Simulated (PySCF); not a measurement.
In (indium, neutral) across methods

[Kr] 4d10 5s1 5p1 6s1, high-spin 4P determinant (an excited configuration). All numbers are calculated (PySCF 2.14, the non-relativistic Hamiltonian (point nucleus), in dyall-av2z).

```tsv
method	E (hartree)	mean ε 5s α (eV)	mean ε 5p α (eV)	mean ε 6s α (eV)	Σ⟨r²⟩ (bohr²)	⟨S²⟩
PBE	-5741.81	-11.586	-5.831	-1.734	101.0	3.751
UHF	-5739.93765	-15.330	-9.019	-2.598	103.8	3.752
PBE0	-5741.98	-12.675	-6.732	-2.022	101.5	3.751
LDA	-5737.01	-11.880	-5.914	-1.761	99.95	3.751
r2SCAN	-5742.34	-11.905	-6.159	-1.694	101.4	3.752
HSE06	-5741.88	-12.300	-6.338	-1.752	101.5	3.751
```

Q: Estimate the same row for CAM-B3LYP.

A: E (hartree) = -5742.56; mean ε 5s α (eV) = -14.091; mean ε 5p α (eV) = -7.818; mean ε 6s α (eV) = -2.341; Σ⟨r²⟩ (bohr²) = 101.3; ⟨S²⟩ = 3.751.

A non-relativistic calculation at this Z misses sizeable relativistic shifts. The outer electron is Rydberg-like, and this basis confines it to a smaller radius and binds it less than a complete one would.
